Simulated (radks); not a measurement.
The numbers below are computed, except where a source is named.
Problem. These are the eigenvalues of the occupied orbitals of an atom or ion with whole-number occupations (hartree). Level of theory: Dirac Kohn-Sham, exchange-only PBE, spin-unpolarised, spherical densities, finite nucleus; Fermi nuclear charge, rms radius of each element as measured or else 0.836 A^(1/3) + 0.57 fm (a radial shooting solver on a logarithmic mesh with Libxc functionals).

1s1/2: -3069.994
2s1/2: -559.7310
2p1/2: -538.0638
2p3/2: -466.4403
3s1/2: -147.3154
3p1/2: -137.5168
3p3/2: -121.6202
3d3/2: -105.3481
3d5/2: -101.9358
4s1/2: -46.79008
4p1/2: -42.56275
4p3/2: -38.63610
4d3/2: -31.69321
4d5/2: -30.94474
4f5/2: -21.95679
4f7/2: -21.78273

Which element is it, and in what charge state? The configuration may be excited. Open shells, if any, fill j = l - 1/2 first.

Solution. Z = 80, mercury, charge +21: Hg21+ in [Kr] 4d10 4f13. The list shows which subshells hold electrons but not how many an open one holds; the 1s level, -3070 hartree, gives Z - s = 78.4 by -(Z - s)^2/2, which with screening and relativity narrows Z to a few neighbours, and the depths of the outer levels then fix element, charge and occupations together.
